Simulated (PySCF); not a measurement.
# Radial density of Co+ (cobalt, charge +1)

UHF, [Ar] 3d8, high-spin 3F determinant. All numbers are calculated (PySCF 2.14, the spin-free X2C one-electron Hamiltonian (Gaussian nucleus), in aug-cc-pVTZ-DK).

```csv
r (bohr),4πr²ρ (e/bohr),4πr²(ρα − ρβ)
0.000997,0.2423,0.0000
0.00168,0.6091,0.0000
0.00282,1.499,0.0000
0.00474,3.557,0.0000
0.00798,7.948,0.0000
0.0134,15.95,-0.0001
0.0226,26.58,-0.0001
0.0380,32.72,0.0003
0.0639,27.80,0.0028
0.107,27.50,0.0206
0.181,36.69,0.1415
0.304,21.08,0.6813
0.511,16.14,1.6900
0.860,15.93,1.7454
1.45,4.485,0.7014
2.43,0.6152,0.0915
4.09,0.02934,-0.0002
6.88,0.0001407,0.0000
```

Densities and radii are taken from the X2C orbitals without a picture-change correction, which distorts them close to the nucleus.
